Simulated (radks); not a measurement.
Spherical quantum dot in the effective-mass picture: electrons in a hard-walled sphere of radius 2.47, with a point charge +1 (a donor) at the centre, all in effective atomic units (hartree* = m*/eps^2 hartree, bohr* = eps/m* bohr), one dielectric constant everywhere. Calculated with a radial shooting solver with Libxc functionals: non-relativistic Kohn-Sham, PBEsol, spin-polarised, spherical densities. Levels are named by radial order and angular momentum (1s, 1p, 1d, 2s, ...), and open shells are averaged over m. Results are scaled to m* = 0.109 and eps = 14.2, for which hartree* = 14.71 meV and bohr* = 6.894 nm.

N = 15, configuration 1s2 1p6 1d(up 5, down 2). This is the lowest configuration that the search found. Occupied and some empty levels:

level    occupation  eigenvalue (meV)  <r> (nm)
1s up             1            119.20     9.549
1s down           1            120.09     9.439
1p up             3            128.95     11.01
1p down           3            130.06     10.98
1d up             5            141.98     11.69
1d down           2            143.17     11.68
2s up             0            149.39     7.609
2s down           0            149.82     7.665
1f up             0            158.61     12.17
1f down           0            159.84     12.16
2p up             0            177.81     8.807
2p down           0            178.45     8.800

Energy (meV): total 1122.29, kinetic 471.70, external -149.52, Hartree 929.97, exchange-correlation -129.86.
